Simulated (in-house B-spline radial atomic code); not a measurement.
Configurations of the terbium ion Tb²⁺, with energies counted from [Xe] 4f9. Computed with a radial B-spline atomic code at the basis-set limit: scalar-relativistic (X2C) wB97X, spin-polarised, spherical fractional occupations, exact exchange averaged over the configuration, Fermi nucleus of rms radius 5.06 fm. Shells without spins written out take the highest spin.

Occupations are held fixed; configurations that lie above the ionisation limit could autoionise.

```csv
configuration,E - E(ref) (eV),highest orbital,its <r> (bohr)
[Xe] 4f8 6s1,2.4192,6s up,3.279
[Xe] 4f8 5f1,13.895,5f up,5.999
[Kr] 4d10 4f9 5s2 5p5 5d1,23.769,5d up,2.298
[Kr] 4d10 4f10 5s2 5p5,24.571,4f down,0.9637
[Kr] 4d9 4f9 5s2 5p6 6f1,162.12,6f up,10.32
```

(1) Order these further configurations by energy, lowest first.
A. [Kr] 4d9 4f9 5s2 5p6 6p1
B. [Kr] 4d9 4f10 5s2 5p6
C. [Xe] 4f8 5d1
D. [Kr] 4d9 4f9 5s2 5p6 6d1
E. [Kr] 4d10 4f9 5s2 5p5 6p1

Results:

(1) C (1.7047 eV), E (29.125 eV), B (144.59 eV), A (152.55 eV), D (157.63 eV).
